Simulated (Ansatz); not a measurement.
Reaction (SMILES): [Se]Cl (Cl-Se) → Cl atom + Se atom
B3LYP-D3(BJ)/def2-TZVP geometries, fixed; electronic energies without zero-point terms.

Basis-set convergence of the atomisation energy at PBE with Ansatz (a program for electronic structure). All functions are spherical. The program fits the integrals of some runs and decomposes those of others, by size. Open shells are unrestricted. No added dispersion term, no relativity. Functions are those of the species that has most. Reference: the value in aug-cc-pV(5+d)Z, 72.51 kcal/mol, itself unsure by roughly 0.10 kcal/mol (its mean distance from pcseg-4, aug-pcseg-3, aug-cc-pV(Q+d)Z). Deviations are taken from unrounded values.

```tsv
basis	functions	atomisation energy (kcal/mol)	minus reference (kcal/mol)
pcseg-0	35	52.07	-20.44
pcseg-1	45	67.38	-5.13
aug-pcseg-1	63	67.75	-4.77
def2-SVPD	68	68.52	-4.00
pcseg-2	77	70.98	-1.54
def2-TZVPD	103	72.24	-0.27
def2-TZVPPD	108	72.25	-0.26
aug-pcseg-2	109	71.88	-0.63
pcseg-3	132	72.33	-0.18
def2-QZVPPD	177	72.41	-0.10
aug-pcseg-3	182	72.38	-0.14
pcseg-4	216	72.46	-0.05
```

The smallest set listed that lies within 2 kcal/mol of the reference with all its larger relatives (same family, alike in diffuse functions; a set with none counts only in the reference's own line) is pcseg-2 (77 functions, -1.54 kcal/mol off).
